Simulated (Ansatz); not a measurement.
Input file for Ansatz (an electronic-structure program): R-PBE/def2-TZVPP on N2 (SMILES N#N).

Ansatz 0.2 input:
```yaml
crystal:
  periodic: [false, false, false]
  atoms:
    - {symbol: N, position_ang: [-0.00000000, 0.00000000, 0.54545735]}
    - {symbol: N, position_ang: [0.00000000, -0.00000000, -0.54545735]}
basis:
  gaussian:
    orbitals: def2-TZVPP
hamiltonian:
  xc: {name: PBE}
scf: {lower_state_search: off}
```

Give the final energy of this run.

-109.4516 hartree.
